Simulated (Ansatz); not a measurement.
Species: GeF (charge 0, doublet). 
Structure (B3LYP-D3(BJ)/def2-TZVP (Ansatz, a quantum-chemistry and plane-wave program) minimum search):
```xyz
2

Ge     0.0000     0.0000    -0.3885
F      0.0000     0.0000     1.3814
```
Charge 0, spin multiplicity 2.

Basis-set convergence of Hartree-Fock and MP2 correlation energies (hartree) with Ansatz. Cores are frozen in the correlated levels unless marked. Open shells are spin-unrestricted. Spin-orbit coupling is left out. The frozen core is the preceding noble-gas configuration, with the filled d and f shells of earlier blocks. Non-relativistic.

```csv
basis,functions,E(HF),"E(corr, MP2)"
cc-pVDZ,41,-2174.77857,-0.24579
cc-pVTZ,73,-2174.88902,-0.32563
cc-pVQZ,123,-2174.90277,-0.35521
cc-pV5Z,195,-2174.90560,-0.36810
```

Extrapolating the two largest sets (X = 4 and 5) as X^-3: E(corr) = (125·(-0.36810) - 64·(-0.35521))/61 = -0.3816 Eh, an estimate of the basis-set limit. The largest set recovers 96.5 % of it, the smallest 64.4 %.
